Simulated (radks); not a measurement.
Values are calculated unless marked as measured or tabulated.
Task: Coherent X-ray form factor from a spherical all-electron density. Level of theory: Dirac Kohn-Sham, BLYP, spin-unpolarised, spherical densities, finite nucleus; Fermi nuclear charge, rms radius of each element as measured or else 0.836 A^(1/3) + 0.57 fm (a radial shooting solver on a logarithmic mesh with Libxc functionals).

| sin(theta)/lambda (1/angstrom) | f0 (electrons) |
|---|---|
| 0.05 | 63.385 |
| 0.1 | 61.637 |
| 0.15 | 59.012 |
| 0.2 | 55.843 |
| 0.25 | 52.449 |
| 0.3 | 49.080 |
| 0.4 | 42.953 |
| 0.5 | 37.857 |
| 0.6 | 33.626 |
| 0.8 | 26.978 |
| 1 | 22.209 |
| 1.25 | 18.338 |
| 1.5 | 15.899 |
| 2 | 12.384 |

The species is in the configuration that NIST lists as its ground one. Which atom or ion scatters so?

Result: The holmium ion Ho3+, [Xe] 4f10. Extrapolating in s^2 from the first two rows gives f0(0) = 64.0, near the electron count 64; among species with that count, the fall with angle is slower the higher Z, and the table is that of Z = 67; from so few rows the species is fixed only to a neighbour or two.
